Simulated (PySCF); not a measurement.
C₂H₆BNO.
SMILES: `CC#[N+][BH2-]O`

Torsions of this conformer, `[CH3:1][C:2]#[N+:3][BH2-:4][OH:5]`: C2–N3–B4–O5 31°, H–O5–B4–N3 92°.

The closed-shell ground state was solved at several levels (PySCF, density fitting, gas phase, non-relativistic). The structure is a single GFN2-xTB conformer in the gas phase; no vibrational or solvent corrections.

```tsv
level	basis functions	HOMO (eV)	LUMO (eV)	gap (eV)	dipole (D)
B3LYP/pcJ-1	195	-6.96	-0.80	6.16	7.27
CAM-B3LYP/def2-SVPD	151	-8.64	0.42	9.06	7.45
```

Problem. Estimate the row for PBE0/pcSseg-1, a basis of 115 functions; the other rows only guide the guess.

Solution. HOMO -7.15 eV, LUMO -0.53 eV, gap 6.62 eV, dipole 7.30 D.

Problem. Over all these levels, which gives the widest orbital gap and which the narrowest?

Solution. CAM-B3LYP/def2-SVPD (range-separated hybrid) has the widest, 9.06 eV, and B3LYP/pcJ-1 (global hybrid, 20 % exact exchange) the narrowest, 6.16 eV. Functional and basis both differ between the two, so the spread mixes both effects.

Problem. How far do the dipole and the HOMO energy spread over the levels?

Solution. The dipole runs from 7.27 to 7.45 D (mean 7.34 D) and the HOMO from -8.64 to -6.96 eV.
